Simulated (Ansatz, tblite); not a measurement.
Forces on Zr2B2 at its PBE0-D4/def2-TZVP geometry. The state is a singlet with charge 0.

In the def2 sets Zr takes a core potential; there is no spin–orbit coupling. The xTB rows come from tblite. Correlated methods freeze 2 core orbitals; core or outer-core shells of Zr are correlated, in sets that lack core-valence functions. At PBE-QIDH/def2-TZVP the restricted singlet (for correlated methods, its reference) is unstable: a solution with broken spin symmetry lies lower. The order of the spin states hangs on the level: the triplet lies 0.23 eV below the singlet at PBE0-D4/def2-TZVP, but 0.55 eV above it at PBE-QIDH/def2-TZVP. The structure comes from a short search, and lower isomers may exist.

GFN1-xTB (tblite), largest force 14.38 eV/Å:

```xyz
4
positions Å, forces eV/Å
Zr    0.338    1.315   -0.674   -2.513   10.289   -9.729
Zr    0.971   -0.363    1.105    4.666   -8.724   10.438
B    -1.105   -0.093    0.306   -2.007    0.009    0.724
B    -0.205   -0.859   -0.737   -0.145   -1.575   -1.433
```

GFN2-xTB (tblite), largest force 13.52 eV/Å:

```
Zr -1.963 9.918 -8.981
Zr 4.759 -7.884 9.902
B -2.319 -0.234 0.605
B -0.478 -1.800 -1.526
```

PBE-QIDH/def2-TZVP (Ansatz), largest force 0.79 eV/Å:

```
Zr -0.241 0.496 -0.572
Zr 0.156 -0.557 0.544
B -0.047 0.107 0.118
B 0.132 -0.045 -0.089
```
